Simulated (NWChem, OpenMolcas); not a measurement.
## C2H8OSi (SMILES CC[SiH2]O): the dipole moment, rung by rung

The species is C2H8OSi (12 atoms), meant as a singlet with charge 0. As SMILES, `CC[SiH2]O`. Geometry: relaxed at PBE0-D4/def2-TZVP. This is one conformer, not always the lowest.

```csv
atom,x (Å),y (Å),z (Å)
C,-1.4620,-0.3151,-0.1304
C,-0.1931,-0.5952,0.6706
Si,1.3481,0.1382,-0.0886
O,1.2580,1.7827,-0.2296
H,-1.3847,-0.7013,-1.1508
H,-1.6591,0.7583,-0.1987
H,-2.3414,-0.7753,0.3268
H,-0.2921,-0.2109,1.6917
H,-0.0311,-1.6758,0.7672
H,1.5558,-0.4735,-1.4355
H,2.5306,-0.1249,0.7691
H,0.7481,2.1376,-0.9579
```

Each level gives the dipole moment (D). The values are calculated.

```tsv
level	kind	program	value (D)	CPU time
SVWN5/cc-pVDZ	LDA	OpenMolcas	1.60	50 s
revPBE/cc-pVDZ	GGA	OpenMolcas	1.54	71 s
M06-L/cc-pVDZ	meta-GGA	OpenMolcas	1.56	1.8 min
r2SCAN/cc-pVDZ	meta-GGA	OpenMolcas	1.59	2 min
B3LYP/cc-pVDZ	global hybrid	NWChem	1.57	57 s
BHLYP/cc-pVDZ	global hybrid	OpenMolcas	1.62	78 s
M06-2X/cc-pVDZ	hybrid meta-GGA	NWChem	1.58	68 s
PBE0/cc-pVDZ	global hybrid	OpenMolcas	1.60	100 s
```

The values span 1.54 to 1.62 D. Magnitudes only. CPU times are rough (shared hosts, several kinds of processor): they show what a rung costs within a factor of a few.
